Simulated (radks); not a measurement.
Ionisation of neutral palladium, [Kr] 4d10, to [Kr] 4d9 as the strength of local exchange is varied. Method: scalar-relativistic Kohn-Sham, Slater X-alpha exchange (alpha = 2/3 is LDA exchange), no correlation, spin-polarised, spherical densities, point nucleus; computed with a radial shooting solver on a logarithmic mesh with Libxc functionals.

alpha  E(Pd) (hartree)  exchange (hartree)  IE (eV)  -e of the level emptied (eV)  <r> of it (bohr)
0.623      -5027.95342          -125.60880    7.437                    2.799 (4d)             1.636
0.667      -5036.84994          -134.73280    7.941                    3.188 (4d)             1.612
0.724      -5048.39982          -146.60193    8.623                    3.725 (4d)             1.583
0.961      -5096.72322          -196.54787   11.825                    6.370 (4d)             1.476
0.99       -5102.66939          -202.72502   12.257                    6.739 (4d)             1.465
?          -5055.30257          -153.70826    9.047                    4.063 (4d)             1.566

Which alpha was used in the last row?

Answer. alpha = 0.758. NIST Atomic Spectra Database: 8.337 eV (measured). The Delta-SCF value meets it near alpha = 0.70. Open shells are spherical and high-spin; term and fine-structure splittings are not resolved.
